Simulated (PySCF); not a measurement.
C2H6O3Si.
Cartesian coordinates in Å at the PBE0-D3(BJ)/def2-SVP level; atoms count from 1:
```xyz
12
C2H6O3Si angstrom
O     -1.1297    1.5188   -0.3356
C     -1.7697    0.5088   -0.2012
C     -1.1323   -0.8031    0.1496
O      0.2161   -0.7193    0.3911
Si     1.3473    0.4814    0.0587
O      2.8019   -0.2322    0.4197
H     -2.8791    0.4964   -0.3413
H     -1.3696   -1.5028   -0.6818
H     -1.6699   -1.2091    1.0309
H      1.3046    0.8344   -1.3899
H      1.2892    1.6377    0.9806
H      3.0307   -1.0153   -0.0886
```

Theory: PySCF 2.14.0, PBE0-D3(BJ)/def2-SVP geometry optimisation, gas phase.

Masses are those of the commonest isotopes; rigid-rotor values at the optimised geometry. The values belong to one conformer with, in the numbering `[O:1]=[CH:2][CH2:3][O:4][SiH2:5][OH:6]`, O1–C2–C3–O4 4°, C2–C3–O4–Si5 -15°, C3–O4–Si5–O6 -171°, O4–Si5–O6–H 61°.

(1) What are A, B and C (GHz)?

(2) What kind of rotor is it?

(3) What does the inertial defect say?

(4) Which lines would a microwave search look for?

## Answers

(1) Ia = 74.09, Ib = 277.91, Ic = 341.18 u·Å²; 505379 MHz·u·Å²/I gives 6821, 1819 and 1481 MHz, that is A = 6.8209, B = 1.8185, C = 1.4813 GHz.

(2) An asymmetric top. Ray's parameter κ = (2B − A − C)/(A − C) = -0.874; −1 is the prolate and +1 the oblate limit.

(3) Not planar: Δ = Ic − Ia − Ib = -10.82 u·Å². For a rigid frame Δ = −2 Σ m c², so Σ m c² = 5.41 u·Å² lies off the ab plane: 5.15 from hydrogen and 0.26 from heavier atoms. The atom farthest from that plane is 1.35 Å away.

(4) The dipole components are |μa| = 2.53 D, |μb| = 2.48 D, |μc| = 1.40 D. The squared components, which scale the intensities, stand as 1.00 : 0.96 : 0.30 (a : b : c). Some of the stronger lines:

```json
{"type": "a", "branch": "Q", "J(Ka,Kc)": "1(1,0) ← 1(1,1)", "MHz": "337", "lower level (cm⁻¹)": "0.277"}
{"type": "a", "branch": "Q", "J(Ka,Kc)": "2(1,1) ← 2(1,2)", "MHz": "1012", "lower level (cm⁻¹)": "0.486"}
{"type": "b", "branch": "R", "J(Ka,Kc)": "2(0,2) ← 1(1,1)", "MHz": "1581", "lower level (cm⁻¹)": "0.277"}
{"type": "a", "branch": "R", "J(Ka,Kc)": "1(0,1) ← 0(0,0)", "MHz": "3300", "lower level (cm⁻¹)": "0.000"}
{"type": "c", "branch": "Q", "J(Ka,Kc)": "2(1,2) ← 2(0,2)", "MHz": "4682", "lower level (cm⁻¹)": "0.330"}
{"type": "c", "branch": "Q", "J(Ka,Kc)": "1(1,1) ← 1(0,1)", "MHz": "5002", "lower level (cm⁻¹)": "0.110"}
{"type": "b", "branch": "Q", "J(Ka,Kc)": "1(1,0) ← 1(0,1)", "MHz": "5340", "lower level (cm⁻¹)": "0.110"}
{"type": "b", "branch": "Q", "J(Ka,Kc)": "2(1,1) ← 2(0,2)", "MHz": "5693", "lower level (cm⁻¹)": "0.330"}
{"type": "a", "branch": "R", "J(Ka,Kc)": "2(1,2) ← 1(1,1)", "MHz": "6262", "lower level (cm⁻¹)": "0.277"}
{"type": "a", "branch": "R", "J(Ka,Kc)": "2(0,2) ← 1(0,1)", "MHz": "6583", "lower level (cm⁻¹)": "0.110"}
{"type": "a", "branch": "R", "J(Ka,Kc)": "2(1,1) ← 1(1,0)", "MHz": "6937", "lower level (cm⁻¹)": "0.288"}
{"type": "b", "branch": "R", "J(Ka,Kc)": "1(1,1) ← 0(0,0)", "MHz": "8302", "lower level (cm⁻¹)": "0.000"}
{"type": "c", "branch": "R", "J(Ka,Kc)": "1(1,0) ← 0(0,0)", "MHz": "8639", "lower level (cm⁻¹)": "0.000"}
{"type": "b", "branch": "R", "J(Ka,Kc)": "2(1,2) ← 1(0,1)", "MHz": "11265", "lower level (cm⁻¹)": "0.110"}
{"type": "c", "branch": "R", "J(Ka,Kc)": "2(1,1) ← 1(0,1)", "MHz": "12276", "lower level (cm⁻¹)": "0.110"}
{"type": "c", "branch": "Q", "J(Ka,Kc)": "2(2,1) ← 2(1,1)", "MHz": "15007", "lower level (cm⁻¹)": "0.520"}
{"type": "b", "branch": "Q", "J(Ka,Kc)": "2(2,0) ← 2(1,1)", "MHz": "15024", "lower level (cm⁻¹)": "0.520"}
{"type": "b", "branch": "Q", "J(Ka,Kc)": "2(2,1) ← 2(1,2)", "MHz": "16019", "lower level (cm⁻¹)": "0.486"}
{"type": "b", "branch": "R", "J(Ka,Kc)": "2(2,1) ← 1(1,0)", "MHz": "21944", "lower level (cm⁻¹)": "0.288"}
{"type": "c", "branch": "R", "J(Ka,Kc)": "2(2,0) ← 1(1,0)", "MHz": "21960", "lower level (cm⁻¹)": "0.288"}
{"type": "c", "branch": "R", "J(Ka,Kc)": "2(2,1) ← 1(1,1)", "MHz": "22281", "lower level (cm⁻¹)": "0.277"}
{"type": "b", "branch": "R", "J(Ka,Kc)": "2(2,0) ← 1(1,1)", "MHz": "22298", "lower level (cm⁻¹)": "0.277"}
```

Stationary, but not proved a minimum. Zero-point vibration and centrifugal distortion are left out.

Time: 67 s wall; peak memory 0.51 GiB. Hardware: Arm Neoverse V1, one thread, shared host. This is the geometry optimisation.
